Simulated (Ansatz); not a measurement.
Ansatz results at the PBE0-D4/def2-TZVP geometry: LUMO energy (PBE0/def2-TZVPP) -0.27 eV; size of the dipole moment (PBE/def2-TZVPP) 1.08 D; HOMO–LUMO gap (PBE0/def2-TZVPP) 7.35 eV.

Each molecule was computed in one conformer, which needn't be the lowest.

Problem. Which molecule gave them?
A. `C[CH]([AlH2])CCl`
B. `[CH3][AlH][CH2]CCl`
C. `[CH3][Al]([CH3])[CH2]Cl`
D. `O[Si]1([SiH3])[SiH2][SiH2]1`

Solution. C. The others give `[CH3][AlH][CH2]CCl`: -1.18, 2.26, 6.49; `C[CH]([AlH2])CCl`: -1.71, 1.71, 5.90; `O[Si]1([SiH3])[SiH2][SiH2]1`: -1.55, 1.09, 5.17.
